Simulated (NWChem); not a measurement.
CH3Be cation; SMILES [CH3][Be+]

Results from NWChem. The geometry was optimised at PBE0/def2-SVP. Level SCAN/def2-SVP: energy and gradient on several grids; changes count from the extra-fine grid, which is no exact limit either.

| grid | size of the energy change (μHa) | largest change of a gradient component (μHa/bohr) |
|---|---|---|
| xcoarse | 1000 | 3000 |
| coarse | 400 | 200 |
| medium | 1000 | 700 |
| fine | 200 | 600 |
| xfine | < 10 | < 30 |
